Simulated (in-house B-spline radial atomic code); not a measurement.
Ta6+: [Xe] 4f12 6g1 (an excited or competing configuration)

All numbers are computed (Dirac-Hartree-Fock, average of configuration; Fermi nucleus of rms radius 5.3507 fm) with a radial B-spline atomic code at the basis-set limit, not measured.

Screening seen three ways: the hydrogenic charge with the same mean radius, Z_r = [3n² - l(l+1)]/(2<r>), the one with the same energy, Z_e = n√(-2ε), and Slater's rules. Values are occupation-weighted means over j. An effective charge above Z reflects the relativistic contraction of the inner shells.

```csv
shell,electrons,ε (eV),<r> (bohr),Z_r,Z_e,Slater
1s,2,-67950,0.01866,80.37,70.67,72.70
2s,2,-11902,0.07829,76.63,59.15,68.85
2p,6,-10505,0.07016,71.27,55.57,68.85
3s,2,-2875.2,0.2038,66.24,43.61,61.75
3p,6,-2447,0.2037,61.37,40.23,61.75
3d,10,-1914.2,0.1857,56.56,35.58,51.85
4s,2,-705.66,0.4572,52.49,28.81,45.25
4p,6,-560.52,0.4835,47.57,25.67,45.25
4d,10,-363.61,0.5181,40.53,20.68,33.85
5s,2,-182.18,1.053,35.62,18.30,17.05
4f,12,-148.81,0.5852,30.76,13.23,23.15
5p,6,-138.94,1.176,31.03,15.98,17.05
6g,1,-18.698,6.169,7.13,7.03,-
```

The least bound orbital is 6g7/2 at -18.7 eV, and it is also the most diffuse (<r> = 6.17 bohr). The part-filled 4f shell lies below the filled 5p shell in orbital energy.

Spin-orbit splittings of the orbital energies (j = l + 1/2 above j = l - 1/2 when positive): 2p 1273 eV, 3p 278.3 eV, 3d 59.94 eV, 4p 65.43 eV, 4d 12.31 eV, 4f 2.264 eV, 5p 11.44 eV, 6g -0.003979 eV.

For the 1s electron the small component carries 7.56 % of the norm, the zero-frequency Breit interaction raises the level by 232.6 eV, self-energy by 144.7 eV, and vacuum polarisation lowers it by 26.96 eV.
